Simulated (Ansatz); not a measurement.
Ligand exchange: GaH2Br + NH3 → GaH2(NH2) + HBr

Species: GaH2Br `[GaH2][Br]`, singlet; NH3 (ammonia) `N`, singlet; GaH2(NH2), singlet; HBr (hydrogen bromide), singlet. The partners trade Br for NH2: Ga–Br and H–NH2 bonds give way to Ga–NH2 and H–Br.

Shapes, held fixed at every level: PBE0-D4/def2-TZVP. Programs: Ansatz 0.2.0. The zero-point and thermal change to 298 K, harmonic and unscaled (PBE0-D4/def2-TZVP), is -9.9 kJ/mol.

Question: Estimate ΔH(298 K) of this reaction.

Answer: The highest level, CCSD(T)/def2-TZVPP, gives ΔH(298 K) = +74.1 kJ/mol; the levels span +64.4 to +82.4. The column of differences is taken from that level and isn't an error. No measured value is set beside it here. Relativity is left out for Br, Ga unless named. Correlated rows may include outer-core shells of Br, Ga, which these sets cover unevenly. Times are processor times on shared x86 and Arm servers, and rough.

| level | kind | ΔH(298 K) (kJ/mol) | less CCSD(T)/def2-TZVPP | CPU time (sum over the molecules) |
| --- | --- | --- | --- | --- |
| SPW92/def2-TZVPP | LDA | +64.4 | -9.7 | 3.7 s |
| PBE-D4/def2-TZVPP | GGA | +76.3 | +2.2 | 6 s |
| PBE0-D4/def2-TZVPP | global hybrid | +82.4 | +8.3 | 6.6 s |
| wB97M-V/def2-TZVPP | range-separated hybrid | +78.8 | +4.7 | 21 s |
| CCSD(T)/def2-SVP | coupled cluster or CI | +66.3 | -7.8 | 6.7 s |
| CCSD/def2-TZVPP | coupled cluster or CI | +76.0 | +1.9 | – |
| CCSD(T)/def2-TZVPP | coupled cluster or CI | +74.1 | 0.0 | 34 s |
